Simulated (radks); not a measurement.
Values are calculated unless marked as measured or tabulated.
Neutral vanadium inside a hard spherical wall (all orbitals vanish at R), configuration held at [Ar] 3d3 4s2 and not refilled when levels cross. Level of theory: scalar-relativistic Kohn-Sham, LDA (Slater exchange, VWN5 correlation), spin-polarised, spherical densities, point nucleus; open shells are filled with parallel spins first (a radial shooting solver on a logarithmic mesh with Libxc functionals). Eigenvalues in eV for spin up, with the zero of energy where the potential of the charges vanishes at infinity; a dash marks a level that is unbound or too diffuse for the functional's potential to be trusted. A positive occupied level is held by the wall or, in an anion where self-interaction has pushed it up, behind a barrier. The pressure on the wall is -dE/dV.

| R (bohr) | E (hartree) | kinetic (hartree) | e(3s) | e(3p) | e(3d) | e(4s) | e(4p, empty) | e(5s, empty) | pressure (GPa) |
|---|---|---|---|---|---|---|---|---|---|
| free | -947.13267 | 955.395 | -70.729 | -44.847 | -6.185 | -5.132 | -1.660 | -0.069 | 0 |
| 15 | -947.13267 | 955.395 | -70.729 | -44.846 | -6.185 | -5.132 | -1.657 | 0.272 | < 0.0001 |
| 12 | -947.13261 | 955.396 | -70.721 | -44.839 | -6.178 | -5.126 | -1.633 | 0.797 | 0.00124 |
| 10 | -947.13203 | 955.401 | -70.676 | -44.793 | -6.134 | -5.090 | -1.538 | 1.753 | 0.0168 |
| 8 | -947.12684 | 955.439 | -70.420 | -44.538 | -5.890 | -4.873 | -1.118 | 4.291 | 0.232 |
| 6 | -947.08193 | 955.672 | -69.229 | -43.356 | -4.777 | -3.692 | 0.753 | 12.262 | 3.58 |
| 4 | -946.64319 | 957.287 | -64.014 | -38.250 | 0.184 | 3.872 | 10.876 | 45.707 | 87.5 |
| 2.5 | -943.08064 | 968.589 | -46.686 | -20.999 | 19.506 | 48.983 | 62.530 | 180.92 | 2590 |
| 2 | -936.82483 | 987.358 | -27.551 | -0.797 | 42.690 | 113.48 | 129.78 | 336.09 | 12400 |
